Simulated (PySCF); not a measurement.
ClH4N2STa, SMILES [Ta]([NH2])([Cl])(=[S])[NH2], multiplicity 1. Atoms are numbered in the order given.

```xyz
9

Ta    -0.1509     0.0543     0.0000
S      1.3168     1.6560     0.0000
Cl     0.8172    -2.0803     0.0000
N     -1.2525     0.2573    -1.6256
H     -1.1156     0.9448    -2.3642
H     -2.0899    -0.2934    -1.8177
N     -1.2525     0.2573     1.6256
H     -1.1156     0.9448     2.3642
H     -2.0899    -0.2934     1.8177
```

Geometry optimised at B3LYP-D3(BJ)/def2-SVP. The spin state was assumed, not searched. The structure was generated by enumeration; whether it is a known compound was not checked. The def2 effective core potentials stand for the cores of Ta; spin–orbit coupling is left out. One conformer was computed; it need not be the lowest.

Level of theory: PBE0/def2-TZVP (PySCF).

ESP charges are fitted to the potential on shells at 1.4 to 2.0 van der Waals radii. Atomic charges (e):

| atom | ESP fit | Löwdin |
|---|---|---|
| Ta1 | 0.95 | 0.08 |
| S2 | -0.34 | 0.03 |
| Cl3 | -0.25 | 0.00 |
| N4 | -0.98 | -0.37 |
| H5 | 0.38 | 0.16 |
| H6 | 0.42 | 0.16 |
| N7 | -0.98 | -0.37 |
| H8 | 0.38 | 0.16 |
| H9 | 0.42 | 0.16 |
